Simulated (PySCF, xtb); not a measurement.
Se(Me)(SeH) (CH₄Se₂), SMILES [Se](C)[SeH].

GFN2-xTB in xtb at its own geometry gives an orbital gap of 3.51 eV and a dipole moment of 2.29 D.

The structure is a stationary point at B3LYP-D3(BJ)/def2-SVP. Other conformers were not sampled.

Problem. What does PySCF with PBE/def2-TZVPD give? (Estimate from the structure and the level; the computed values follow.)

Solution. gap 3.13 eV (levels -5.57 and -2.44 eV), dipole 1.51 D.
